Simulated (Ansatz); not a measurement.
Relaxed structures of SiH$_{2}$SeO, closed shell (PBE0-D4/def2-TZVP; forces vanish, vibrations not checked; lower isomers may exist, and structures with a doubtful reference or unclear bonds are left out; Å). Computed with Ansatz 0.2.0 (basis: def2-TZVPP); correlated methods freeze the cores. Filled d shells of the heavier atoms are correlated. The def2 sets are not built for correlating such inner shells, so the correlated values are less sure here.

Rank them by CCSD(T) energy, lowest first, and give each one's height above the lowest. Links in brackets join atoms within 1.22 times the sum of their covalent radii (1.1 for two metals). (To be estimated.)
A.
SiH₂SeO ([SiH][O][SeH])
```
5
angstrom
O 0.4256 -0.4221 0.7456
Si 0.1744 0.5369 -0.5955
Se 0.8863 -2.1613 0.5215
H 2.2788 -1.9765 0.9657
H -0.2174 1.7490 0.2634
```
B.
SiH₂SeO ([OH]1[SiH][Se]1)
```
5
angstrom
O -0.2813 -0.6691 1.2406
Si -0.3378 0.1912 -0.4690
Se 1.3479 -1.2550 0.3932
H -0.0226 -0.0611 1.9464
H 0.2851 1.4586 0.1261
```
C.
SiH₂SeO ([O]1[SiH2][Se]1)
```
5
angstrom
O -0.0619 -0.4386 1.2934
Si -0.1651 0.2290 -0.2080
Se 1.3308 -1.3126 0.2817
H -1.3492 -0.1195 -1.0203
H 0.2454 1.6417 -0.3468
```

Computed: C (0.0 kJ/mol), A (107.6 kJ/mol), B (119.5 kJ/mol). Heights count from the lowest.

The T1 diagnostic stays at or below 0.015. The restricted Hartree–Fock reference is unstable towards an unrestricted one at one or more of these structures.

For scale, one of the runs: CCSD(T)/def2-TZVPP, 149 basis functions, launched by `ansatz run in.yaml --threads 2 --pin off --events-out ev --progress --plain --max-ram 4352MiB`. Hardware: 2 CPU threads of an Arm Neoverse V1, shared host. Wall time 36 s; peak host memory 0.94 GiB.
